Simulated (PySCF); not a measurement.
C₆ coefficients of unlike pairs at r2SCANh

Calculated with PySCF 2.14 from the dipole response of each species, C₆(A,B) = (3/π) ∫ α_A(iu) α_B(iu) du, in atomic units, from isotropic polarisabilities. For ions this is the dispersion term alone; charge-induced terms of lower order in 1/R come first.

| species | configuration | basis | relativity | α (bohr³) | C₆ (like pair) |
| --- | --- | --- | --- | --- | --- |
| Mg | [Ne] 3s2 (1S) | def2-QZVPPD (9s5p5d2f) | none | 75.70 | 709.9 |
| Tl(2+) | [Xe] 4f14 5d10 6s1 (2S) | def2-QZVPPD with the def2 core potential (60 electrons) (8s6p5d4f1g) | core potential | 13.10 | 84.81 |
| N | [He] 2s2 2p3 (4S) | aug-cc-pVQZ-DK (6s5p4d3f2g) | spin-free X2C | 7.822 | 27.12 |
| Zn | [Ar] 3d10 4s2 (1S) | aug-cc-pVTZ-PP with ECP10MDF (6s6p5d3f2g) | core potential | 39.33 | 298.1 |

Question: Estimate C₆ for N with Mg.

Answer: The integral gives 114.7. The combination rule 2 C_A C_B / (C_A α_B/α_A + C_B α_A/α_B) gives 114.7 and the geometric mean 138.8.

No spin-orbit coupling is included.

The other pairs:

```
      pair     C₆
Tl(2+), Mg  192.9
Zn, Tl(2+)  143.3
 N, Tl(2+)  47.46
    Zn, Mg  446.9
     Zn, N  83.82
```
